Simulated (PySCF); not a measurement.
Work out the structure from these simulated measurements.

Formula: C4H8F3NSi.

| Item | Value |
| --- | --- |
| Dipole | 3.04 D [CAM-B3LYP/def2-SVPD] |
| Valence photoelectron | vertical ionisation energy: 9.23 eV [ΔSCF CAM-B3LYP/def2-SVPD] |
| 1H NMR | chemical shifts (computed TMS as zero) by class: 4.70 (1 H), 3.24 (1 H), 3.18 (1 H), 2.06 (1 H), 1.56 (1 H), 1.06 (1 H), 0.94 (1 H), 0.84 (1 H) ppm [GIAO KT3/pcSseg-1] |
| 13C NMR | chemical shifts (computed TMS as zero) by class: 131.7 (1 C), 49.6 (1 C), 30.1 (1 C), 9.4 (1 C) ppm [GIAO KT3/pcSseg-1] |
| Rotational structure | rotational constants A, B, C: 2.593, 0.908, 0.840 GHz [PBE0-D3(BJ)/def2-SVP] |
| UV, first state | lowest singlet excitation: 6.28 eV (197 nm, f = 0.008) [TDDFT CAM-B3LYP/def2-SVPD] |

The electronic properties come from PySCF, for the isolated species, density fitting. Levels stand in brackets. One conformer (not necessarily the lowest) at the PBE0-D3(BJ)/def2-SVP geometry, without solvent, vibrations or thermal averaging. Each NMR value is the plain mean over a class of atoms that symmetry, rotation or inversion makes alike.

Question: What is the compound? Reason from the data.

Answer: Numbering: `[F:1][C:2]([F:3])([F:4])[Si@@H:5]1[CH2:6][CH2:7][CH2:8][NH:9]1`. Its formula, C4H8F3NSi, gives 1 degree of unsaturation: 1 ring and 0 π bonds in the structure found. 4 carbons fall into 4 classes; from least to most shielded: CF3 carbon [C2] (131.7 ppm), ring sp3 carbon bound to nitrogen [C8] (49.6 ppm), ring CH2 carbon [C7] (30.1 ppm), ring sp3 carbon bound to silicon [C6] (9.4 ppm). Hydrogen classes from least to most shielded: 1 H on an SiH silicon, Si5 (4.70 ppm), 1 H on an sp3 carbon bound to nitrogen, C8 (3.24 ppm), 1 H on an sp3 carbon bound to nitrogen, C8 (3.18 ppm), 1 H on a ring CH2 carbon, C7 (2.06 ppm), 1 H on a ring CH2 carbon, C7 (1.56 ppm), 1 H on an sp3 carbon bound to silicon, C6 (1.06 ppm), 1 H on an sp3 carbon bound to silicon, C6 (0.94 ppm), 1 H on a silicon-bound nitrogen, N9 (0.84 ppm). The first electron is taken from the HOMO, whose largest Löwdin shares are 0.54 on the silicon-bound nitrogen, 0.12 on the sp3 carbon bound to nitrogen, 0.08 on the SiH silicon and 0.06 on a methylene hydrogen. The optimised geometry has point group C1 and is an asymmetric top. Structure: `FC(F)(F)[Si@@H]1CCCN1`. The assignments are read from this structure; whether some other isomer fits the data as well wasn't checked. The mirror image fits equally.
